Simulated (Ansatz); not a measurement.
Stepwise reaction of `[SH][GeH]([Cl])[Cl]` with hydrogen, as a gas-phase model of exchange steps in deposition or etching. ΔE in kJ/mol; ΔG adds harmonic PBE0-D4 terms to CCSD(T)/CBS, at 1 bar.

Calculated with Ansatz (gas phase, PBE0-D4/def2-TZVP geometries, no zero-point term in ΔE). CCSD(T)/CBS adds triple-zeta CCSD(T) − MP2 to the extrapolated MP2 energy (def2 sets, frozen cores). This one scheme is used for every species. Functionals use def2-TZVPP. B3LYP here is the variant with VWN-RPA as its local correlation; programs differ in this. For Ge outer-core shells are correlated without core-valence functions, which leaves a few kJ/mol of doubt a bond. Scalar relativity is left out up to krypton. Each species was taken in one conformer, which may not be the lowest.

```tsv
step	reaction	PBE-D4	B3LYP-D4	ωB97M-V	CCSD(T)/CBS	ΔG(600 K)
1	`[SH][GeH]([Cl])[Cl]` + H₂ → `[SH][GeH2][Cl]` + HCl	54.0	53.9	52.1	50.8	44.6
2	`[SH][GeH2][Cl]` + H₂ → `[SH][GeH3]` + HCl	59.5	59.3	57.7	56.5	47.3
```

(1) By hand: ΔE of the 2 steps together at CCSD(T)/CBS.

Results:

(1) (50.8) + (56.5) = 107.3 kJ/mol, or 53.6 kJ/mol a step.

In ΔE each step is higher than the one before. All are uphill at CCSD(T)/CBS. ΔG lies between 44.6 and 47.3 kJ/mol a step. PBE-D4 differs from CCSD(T)/CBS by 3.0 to 3.2 kJ/mol a step. Isolated molecules leave out the surface, adducts and barriers. Largest T1 diagnostic: 0.011.
